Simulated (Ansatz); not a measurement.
C4H8O3 can be A, `COCCOC=O`, or B, `CCOC(=O)OC`.

Calculated with Ansatz (gas phase, PBE0-D4/def2-TZVP geometries, no zero-point term in ΔE). CCSD(T)/CBS is the MP2 limit (def2-TZVPP, def2-QZVPP) plus CCSD(T) − MP2 in def2-TZVPP, frozen cores. Functionals use def2-TZVPP. B3LYP here is the variant with VWN-RPA as its local correlation; programs differ in this. Each species was taken in one conformer, which may not be the lowest.

**Question.** Which is lower in electronic energy at CCSD(T)/CBS, and by how much? (An estimate is asked.)

**Answer.** The calculation gave: B, by 20.6 kcal/mol.

**Question.** Give E(B) − E(A) in kcal/mol with B3LYP, HF/def2-TZVPP, r2SCAN-D4, CCSD(T)/def2-TZVPP, PBE-D4, ωB97M-V, B2PLYP. (Best estimate.)

**Answer.** The calculation gave: B3LYP -21.2, HF/def2-TZVPP -24.0, r2SCAN-D4 -22.3, CCSD(T)/def2-TZVPP -20.6, PBE-D4 -20.2, ωB97M-V -21.4, B2PLYP -21.1. None reverses the order clearly.

Largest T1 diagnostic: 0.014.

In def2-TZVPP, CCSD(T) changes the Hartree–Fock value by +3.4 kcal/mol (the triples alone add +0.4 kcal/mol) and MP2 by +2.8 kcal/mol. The D4 term adds +0.9 kcal/mol with B3LYP and +0.5 kcal/mol with PBE0; it sums over pairs of atoms, weighted by their polarisabilities, and B3LYP, whose exchange is more repulsive, gets the larger term.
